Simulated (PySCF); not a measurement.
**[Hf(F)4] (charge 0, multiplicity 1)**

The numbers are results of TPSSh-D3(BJ)/def2-TZVP // BP86-D3(BJ)/def2-SVP (PySCF 2.14.0), not measurements.

```
Item                                                            Result
-------------------------------------  -------------------------------
HOMO                                                         -11.01 eV
dipole moment                                                0.004 e·Å
LUMO                                                          -1.21 eV
HOMO–LUMO gap                                                  9.80 eV
charge on the central atom (Mulliken)                           1.70 e
total energy                                              -447.9053 Ha
cost                                   around 3.0 core-minutes (rough)
```

Bonds (Å): Hf1–F2 1.916, Hf1–F3 1.914, Hf1–F4 1.915, Hf1–F5 1.916. Bond angles (°): F2–Hf1–F3 109.5, F2–Hf1–F4 109.6, F2–Hf1–F5 109.5, F3–Hf1–F4 109.1, F3–Hf1–F5 109.4, F4–Hf1–F5 109.7.
